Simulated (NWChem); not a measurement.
System: CH₄BFOS; SMILES COB(F)S

The following NWChem deck was run.

```
start job
memory heap 200 mb stack 900 mb global 1100 mb
geometry units angstroms noautoz
  B      0.558669    -0.104670    -0.085152
  F      1.746644    -0.670649    -0.263948
  O      0.468593     1.225625    -0.233196
  C     -0.731353     1.938444    -0.070292
  H     -1.498630     1.604436    -0.788780
  H     -1.133095     1.822350     0.950309
  H     -0.525213     3.002720    -0.246978
  S     -0.884609    -1.131770     0.347316
  H     -0.197862    -2.292596     0.348648
end
basis spherical
  * library pcseg-2
end
dft
  xc xpbe96 cpbe96
  iterations 150
  semidirect filesize 400000000
  mulliken
end
task dft energy
```

The geometry was optimised at PBE0/def2-SVP.

Task: What results follow from this input? (PBE/pcseg-2.) Quantities: basis functions; energy (Ha); highest occupied level (eV); orbital gap (eV); dipole (D).

Result: 
```
Quantity                      Result
---------------------------  -------
number of basis functions        210
energy (Ha)                  -638.43
highest occupied level (eV)    -6.72
orbital gap (eV)                6.03
dipole (D)                      1.50
```
